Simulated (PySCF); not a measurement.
CH₃AlCl, SMILES [CH3][Al][Cl], multiplicity 2.

Coordinates come from a B3LYP-D3(BJ)/def2-TZVP optimisation. The multiplicity is an assumed one; other spin states were not compared. The isomer is the one that the SMILES or the coordinates give; other isomers of the formula were not compared.

Calculation: C-PCM-PBE0/def2-SVP run with PySCF.

The values are the electrostatic part of the solvation free energy, E(continuum) − E(gas) at the gas-phase geometry, in a cavity of scaled van der Waals radii (PySCF's table); cavitation and dispersion terms are not included. A continuum can't describe solvent molecules that bind to the metal. The dipole moment in vacuum is 1.97 D.

Computed values in water (ε = 78.36), ethylethanoate (ε = 5.99), tetrahydrofuran (ε = 7.43):
```json
[
 {"solvent": "water", "ε": "78.36", "ΔG(elec) (kcal/mol)": "-4.0", "dipole (D)": "2.64"},
 {"solvent": "ethylethanoate", "ε": "5.99", "ΔG(elec) (kcal/mol)": "-3.3", "dipole (D)": "2.51"},
 {"solvent": "tetrahydrofuran", "ε": "7.43", "ΔG(elec) (kcal/mol)": "-3.4", "dipole (D)": "2.53"}
]
```
